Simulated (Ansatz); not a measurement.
**Ligand exchange: C4H8O + GaH(NH2)2 → C3H7NO + GaH(CH3)(NH2)**

Species: C4H8O (2-butanone) `CCC(C)=O`, singlet; GaH(NH2)2, singlet; C3H7NO (propionamide) `CCC(N)=O`, singlet; GaH(CH3)(NH2), singlet. The partners trade CH3 for NH2: C–CH3 and Ga–NH2 bonds give way to C–NH2 and Ga–CH3.

Shapes, held fixed at every level: PBE0-D4/def2-TZVP. Flexible molecules stand in one conformer, not always the lowest. Programs: Ansatz 0.2.0. Electronic energies: no zero-point or thermal term.

| level | kind | ΔE (kJ/mol) | less CCSD(T)/def2-TZVPP | CPU time (sum over the molecules) |
| --- | --- | --- | --- | --- |
| HF/def2-TZVPP | Hartree–Fock | +1.0 | +2.3 | – |
| PBE-D4/def2-TZVPP | GGA | -18.6 | -17.3 | 37 s |
| r2SCAN-D4/def2-TZVPP | meta-GGA | -15.1 | -13.8 | 62 s |
| B3LYP-D4/def2-TZVPP | global hybrid | -10.1 | -8.8 | 53 s |
| PBE0-D4/def2-TZVPP | global hybrid | -15.5 | -14.2 | 34 s |
| wB97M-V/def2-TZVPP | range-separated hybrid | -9.0 | -7.7 | 2.3 min |
| CCSD/def2-TZVPP | coupled cluster or CI | +0.2 | +1.5 | – |
| CCSD(T)/def2-TZVPP | coupled cluster or CI | -1.3 | 0.0 | 30 min |

The highest level, CCSD(T)/def2-TZVPP, gives ΔE = -1.3 kJ/mol; the levels span -18.6 to +1.0. That is about zero within the method's error. They disagree on the sign: 2 of 8 are positive. The column of differences is taken from that level and isn't an error. No measured value is set beside it here. Relativity is left out for Ga. Outer-core shells of Ga are correlated in most correlated rows, in sets that cover them unevenly. Times are processor times on shared x86 and Arm servers, and rough.
